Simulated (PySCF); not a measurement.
Isomers of C4H5ClF2O, one GFN2-xTB conformer each. Single-point energies are computed at PBE0/pcSseg-1 (PySCF, gas phase, no added dispersion term), electronic only.

Problem. Rank them by PBE0/pcSseg-1 energy, lowest first (kcal/mol).
A. `[CH3:1][CH2:2][C:3]([F:4])([F:5])[C:6](=[O:7])[Cl:8]` with C1–C2–C3–F4 -66°, C2–C3–C6–O7 -106°
B. `[CH2:1]=[C:2]([F:3])[O:4][CH2:5][C@H:6]([F:7])[Cl:8]` with C1–C2–O4–C5 165°, C2–O4–C5–C6 -70°, O4–C5–C6–F7 -66°

Solution. A (0.0), B (30.5).

As drawn, the lower has a C=O bond and two fluorines on one carbon, which the higher lacks; the higher has a C=C bond outside aromatic rings, which the lower lacks. GFN2-xTB itself gives, in the same order: 0.0, 14.9. Both levels put the same isomer lowest.

Problem. Which frontier levels, dipoles and rotational constants go with these structures?

Solution. 
```
            SMILES  HOMO (eV, PBE0/pcSseg-1)  LUMO (eV)  dipole (D)       A, B, C (MHz)
  CCC(F)(F)C(=O)Cl                     -8.99      -1.84        2.77    2117, 1370, 1293
C=C(F)OC[C@H](F)Cl                     -7.19       0.39        1.14  3540, 880.1, 794.0
```
